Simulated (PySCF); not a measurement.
Isomers of C3H10Si. All species are isolated molecules in the gas phase. One relaxed conformer stands for each flexible species; it need not be the lowest. Strings in code marks are SMILES.

Calculation: PySCF with B3LYP-D3(BJ)/def2-TZVP. All candidates: neutral, multiplicity 1. B3LYP has the VWN-RPA correlation part, as in Gaussian. 

* **HOMO**: -8.28 eV
* **HOMO–LUMO gap**: 8.74 eV

### Question
Say which member has these values.
A. `C[SiH](C)C`
B. `CCC[SiH3]` (C–C–C–Si torsion 180°)
C. `CC(C)[SiH3]`
D. `CC[SiH2]C` (C–C–Si–C torsion 180°)

### Answer
B, `CCC[SiH3]` (C–C–C–Si torsion 180°). The others give `CC[SiH2]C` (C–C–Si–C torsion 180°): -8.04 eV, 8.72 eV; `C[SiH](C)C`: -8.32 eV, 9.08 eV; `CC(C)[SiH3]`: -7.95 eV, 8.39 eV
